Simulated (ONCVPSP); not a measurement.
## Sn (Z = 50), ONCV: configuration errors across variants

tin, optimised norm-conserving Vanderbilt (ONCV), made with ONCVPSP 4.0.1 (PBEsol, scalar-relativistic). Core [Ar] 3d10, reference 4s2 4p6 4d10 5s2 5p2. Waves: 4s+5s: rc 1.45 bohr, ncon 4, nbas 9, qcut 7.7 1/bohr, 2 projectors; 4p+5p: rc 1.35 bohr, ncon 4, nbas 7, qcut 8.6 1/bohr, 2 projectors; 4d: rc 1.65 bohr, ncon 4, nbas 8, qcut 9.6 1/bohr, 2 projectors, debl 1.3 Ha. Local part: polynomial inside 1.00 bohr (lpopt 5, dvloc0 3 Ha). Core correction: none.

All-electron excitation energies from the reference (eV): (1) 4s2 4p6 4d10 5s2 5p1 6.898; (2) 4s2 4p6 4d10 5s2 5p0 20.870; (3) 4s2 4p6 4d10 5s1 5p0 51.886.

Errors AE − PS in meV (a dash: test not solved or not reliable):

```tsv
change	(1)	(2)	(3)	bound ghosts	GHOST(+) flags above zero
base	-1.3	-4.2	-13	none	none
all radii scaled by about 0.80 (s 1.16, p 1.08, d 1.32 bohr); local potential polynomial inside 0.80 bohr (lpopt 5, dvloc0 3 Ha)	-1.2	-3.9	-10	none	s
all radii scaled by about 0.87 (s 1.26, p 1.18, d 1.44 bohr); local potential polynomial inside 0.88 bohr (lpopt 5, dvloc0 3 Ha)	-1.2	-3.9	-11	none	s
all radii scaled by about 1.20 (s 1.74, p 1.62, d 1.98 bohr); local potential polynomial inside 1.20 bohr (lpopt 5, dvloc0 3 Ha)	-1.4	-4.7	-16	none	none
all radii scaled by about 1.31 (s 1.90, p 1.76, d 2.16 bohr); local potential polynomial inside 1.30 bohr (lpopt 5, dvloc0 3 Ha)	-1.4	-4.6	-17	none	none
```

**Question.** Give the same row for: all radii scaled by about 1.08 (s 1.56, p 1.46, d 1.78 bohr); local potential polynomial inside 1.08 bohr (lpopt 5, dvloc0 3 Ha).

**Answer.** -1.3, -4.3, -14; bound ghosts: none; GHOST(+) flags above zero: none.
